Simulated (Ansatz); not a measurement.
`C=CBBr` and `BBC=C` differ in one atom or group.

Ansatz, PBE0-D4/def2-TZVP geometries, multiplicity 1. Each molecule was computed in one conformer, which needn't be the lowest.

Scalar relativity is left out up to krypton.

```csv
property,`C=CBBr`
HOMO energy (B3LYP/def2-TZVPP) / eV,-7.78
LUMO energy (PBE0/def2-TZVPP) / eV,-2.21
HOMO energy (ωB97M-V/def2-TZVPP) / eV,-10.27
zero-point energy (PBE0-D4/def2-TZVP) / kJ/mol,146.9
LUMO energy (ωB97M-V/def2-TZVPP) / eV,-0.17
"ideal-gas entropy at 298 K and 1 bar (rigid rotor, harmonic PBE0-D4/def2-TZVP) / J/(mol·K)",310
```

Problem. What does the change do to each property? (Estimate.)

Solution. Ansatz gave: 
```json
{"property": "HOMO energy (B3LYP/def2-TZVPP) / eV", "`BBC=C`": "-7.94", "shift": "-0.16"}
{"property": "LUMO energy (PBE0/def2-TZVPP) / eV", "`BBC=C`": "-1.91", "shift": "0.30"}
{"property": "HOMO energy (ωB97M-V/def2-TZVPP) / eV", "`BBC=C`": "-10.44", "shift": "-0.17"}
{"property": "zero-point energy (PBE0-D4/def2-TZVP) / kJ/mol", "`BBC=C`": "194.9", "shift": "48.0"}
{"property": "LUMO energy (ωB97M-V/def2-TZVPP) / eV", "`BBC=C`": "0.13", "shift": "0.30"}
{"property": "ideal-gas entropy at 298 K and 1 bar (rigid rotor, harmonic PBE0-D4/def2-TZVP) / J/(mol·K)", "`BBC=C`": "304", "shift": "-6"}
```

With PBE0 the HOMO falls by 0.10 eV and the LUMO rises by 0.30 eV, so the gap widens by about 0.40 eV. PBE moves the HOMO by -0.02 eV and ωB97M-V by -0.17 eV. The zero-point energy changes by 48.0 kJ/mol with +6 modes.

B3LYP here is the variant with VWN-RPA as its local correlation; programs differ in this.

Spin–orbit coupling is left out; it splits and shifts lone-pair levels of the heavy atoms by tenths of an eV.
